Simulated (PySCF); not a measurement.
CClF, SMILES F[C]Cl (connectivity only; charge and spin as stated), neutral, multiplicity 1. Geometry optimised at PBE-D3(BJ)/def2-TZVP. The isomer is the one that the SMILES or the coordinates give; other isomers of the formula were not compared.

All values below come from PBE-D3(BJ)/def2-TZVP (PySCF).

Harmonic wavenumbers (cm⁻¹): 425, 722, 1114. Rotational constants (GHz): 68.04, 6.253, 5.727; symmetry number 1.

Problem. Work out the zero-point energy and the ideal-gas rigid-rotor harmonic-oscillator thermochemistry at 298.15 K and 1 atm.

Solution. ZPE = ½ Σ hcν = ½ × 2261 cm⁻¹ = 3.23 kcal/mol. H − E(el) = 5.86 kcal/mol. Entropy in cal/(mol K): translation 38.50, rotation 22.41, vibration 1.21, total 62.12. G − E(el) = -12.66 kcal/mol. Cp = 10.42 cal/(mol K).
